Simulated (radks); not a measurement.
Values are calculated unless marked as measured or tabulated.
Task: Species: the caesium ion Cs2+. Configuration: [Kr] 4d10 5s2 5p5 (the NIST ground configuration). Code: a radial shooting solver on a logarithmic mesh with Libxc functionals. Model: Dirac Kohn-Sham, LDA (Slater exchange, Perdew-Wang correlation), spin-unpolarised, spherical densities, point nucleus; open shells fill j = l - 1/2 first. Some entries of the table are withheld. Estimate them.

| orbital | occ. | eigenvalue (eV) | <1/r> (bohr^-1) | r(max) (bohr) |
|---|---|---|---|---|
| 1s1/2 | 2 | -35750.57 | 59.35 | 0.01680 |
| 2s1/2 | 2 | -5621.239 | 13.91 | 0.09511 |
| 2p1/2 | 2 | -5291.760 | 13.90 | 0.07271 |
| 2p3/2 | 4 | -4939.948 | 12.73 | 0.07769 |
| 3s1/2 | 2 | (1) | 4.982 | 0.2730 |
| 3p1/2 | 2 | -1043.793 | 4.897 | 0.2594 |
| 3p3/2 | 4 | -976.4032 | 4.607 | 0.2704 |
| 3d3/2 | 4 | -733.2391 | 4.468 | 0.2184 |
| 3d5/2 | 6 | -718.9155 | 4.394 | 0.2215 |
| 4s1/2 | 2 | -236.4276 | 2.038 | 0.6427 |
| 4p1/2 | 2 | -186.9222 | 1.932 | (2) |
| 4p3/2 | 4 | -173.0461 | 1.836 | (3) |
| 4d3/2 | 4 | -92.4161 | 1.601 | 0.7159 |
| 4d5/2 | 6 | -90.1134 | 1.578 | 0.7243 |
| 5s1/2 | 2 | -42.7790 | 0.7766 | 1.527 |
| 5p1/2 | 2 | -30.1746 | 0.6772 | 1.694 |
| 5p3/2 | 3 | -28.3171 | 0.6460 | 1.765 |
| 5d3/2 | 0 | -12.4861 | 0.4379 | 2.444 |
| 5d5/2 | 0 | -12.3209 | 0.4325 | 2.475 |
| 6s1/2 | 0 | -11.9052 | (4) | 3.681 |
| 6p1/2 | 0 | -8.8383 | 0.2743 | (5) |
| 6p3/2 | 0 | -8.4958 | 0.2651 | (6) |
| 4f5/2 | 0 | (7) | (8) | 0.9625 |
| 4f7/2 | 0 | (9) | (10) | 0.9739 |

Result: 
(1) 3s1/2 eigenvalue (eV): -1181.671
(2) 4p1/2 r(max) (bohr): 0.6563
(3) 4p3/2 r(max) (bohr): 0.6808
(4) 6s1/2 <1/r> (bohr^-1): 0.3224
(5) 6p1/2 r(max) (bohr): 4.312
(6) 6p3/2 r(max) (bohr): 4.466
(7) 4f5/2 eigenvalue (eV): -7.6428
(8) 4f5/2 <1/r> (bohr^-1): 0.7429
(9) 4f7/2 eigenvalue (eV): -7.5452
(10) 4f7/2 <1/r> (bohr^-1): 0.7313
